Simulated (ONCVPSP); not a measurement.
# tin (Sn), ONCV: configuration errors across variants

ONCVPSP 4.0.1 input, shortened (lines: element, Z, core and valence counts, functional; n l f; lmax; l rc ep ncon nbas qcut; lloc lpopt rc5 dvloc0; l nproj debl; icmod fcfact rcfact), BLYP, scalar-relativistic:

```
  Sn 50.00    8    3  -106131      upf
    1    0    2.00
    2    0    2.00
    2    1    6.00
    3    0    2.00
    3    1    6.00
    3    2   10.00
    4    0    2.00
    4    1    6.00
    4    2   10.00
    5    0    2.00
    5    1    2.00
    2
    0    1.80    0.00    3    7    2.90
    1    2.70    0.00    3    6    2.60
    2    1.45    0.00    4    8    9.20
    4    5    1.15    2.00
    0    1    2.70
    1    2    3.00
    2    1    1.30
    0    0.00    0.00
```

All-electron excitation energies from the reference (eV): (1) 4d10 5s2 5p1 6.801; (2) 4d10 5s2 5p0 20.782; (3) 4d10 5s1 5p0 51.874; (4) 4d9 5s2 5p3 24.364.

2 further variants failed, have other tests or another functional or relativity, and are left out.

A true bound ghost makes a file unfit for plane-wave use even where its test errors are small: the radial tests pick states by their node count and pass the ghost by.

Errors AE − PS in meV (a dash: test not solved or not reliable):

| change | (1) | (2) | (3) | (4) | bound ghosts | GHOST(+) flags above zero |
| --- | --- | --- | --- | --- | --- | --- |
| base | -1.0 | -10 | -8.9 | -94 | s | p |
| s: rc 1.7 | -1.0 | -11 | -10 | -96 | s | p |
| d: qcut 10.8 | -1.0 | -11 | -9.5 | -101 | s | p |
| s: qcut 2.2; p: qcut 2; d: qcut 7 | -1.1 | -11 | -6.7 | -54 | s | p |
| d: rc 1.46 | -1.0 | -10 | -8.9 | -93 | s | p |

Task: Give the same row for: all radii scaled by about 1.16 (s 2.08, p 3.12, d 1.68 bohr); local potential polynomial inside 1.32 bohr (lpopt 5, dvloc0 2 Ha).

Result: -4.0, -35, -70, -41; bound ghosts: s; GHOST(+) flags above zero: p.
